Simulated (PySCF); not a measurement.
Computed shifts of a molecule C4H6OSe, KT2/pcSseg-1 run with PySCF, GIAO, gas phase, equivalent atoms averaged, in ppm (number of nuclei): ¹³C: 197.3 (1), 54.0 (1), 51.6 (1), 22.9 (1). ¹H: 4.45 (1), 4.17 (1), 3.47 (1), 3.13 (1), 2.42 (1), 1.82 (1). References: ¹⁷O against H2O (σ = 330.4 ppm); ¹³C against TMS (σ = 185.1 ppm); ⁷⁷Se against Me2Se (σ = 1692.1 ppm); ¹H against TMS (σ = 31.47 ppm), references at their B3LYP-D3(BJ)/def2-TZVP geometries, non-relativistic. Geometry optimised at B3LYP-D3(BJ)/def2-SVP. The values are those of a single conformer.

Identify the compound among the candidates.
(A) CC1=CO[C@H]1[SeH]
(B) O=CC1([SeH])CC1
(C) CC1=C[C@@H]([SeH])O1
(D) O=C1CC[C@@H]1[SeH]

D, O=C1CC[C@@H]1[SeH]
